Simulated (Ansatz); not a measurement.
The cluster CaO₂H₂⁺. Charge 1, multiplicity 2. Geometry PBE0-D4/def2-TZVP, that of the neutral singlet; atoms count from 1.

```csv
atom,x (Å),y (Å),z (Å)
Ca1,0.147,0.133,0.069
O2,-0.309,1.197,-1.594
O3,0.331,-1.177,1.605
H4,0.386,-1.819,2.307
H5,-0.555,1.665,-2.387
```

The structure comes from a short search, and lower isomers may exist.

Q: Estimate the Mulliken populations from the PBE0/def2-TZVP orbitals of Ansatz.

A: 
```json
{"atom": "Ca1", "charge (e)": "1.52", "spin (α − β)": "-0.07"}
{"atom": "O2", "charge (e)": "-0.63", "spin (α − β)": "0.55"}
{"atom": "O3", "charge (e)": "-0.63", "spin (α − β)": "0.55"}
{"atom": "H4", "charge (e)": "0.37", "spin (α − β)": "-0.01"}
{"atom": "H5", "charge (e)": "0.37", "spin (α − β)": "-0.01"}
```
Mulliken values and Mayer orders depend strongly on the basis.

Q: Where does the spin sit?

A: Summed by element: Ca -0.07, O 1.10, H -0.03, of 1 unpaired in all. Largest on single atoms: O3 0.55, O2 0.55, Ca1 -0.07.

Q: And the Mayer bond orders between bonded heavy atoms (over 0.3)?

A: Ca1–O2 0.42 (2.03 Å); Ca1–O3 0.42 (2.03 Å). Values over 0.3 also appear between atoms too far apart for a bond (O2–O3 0.39 at 4.03 Å); they arise where an orbital or an unpaired electron spreads over both atoms.
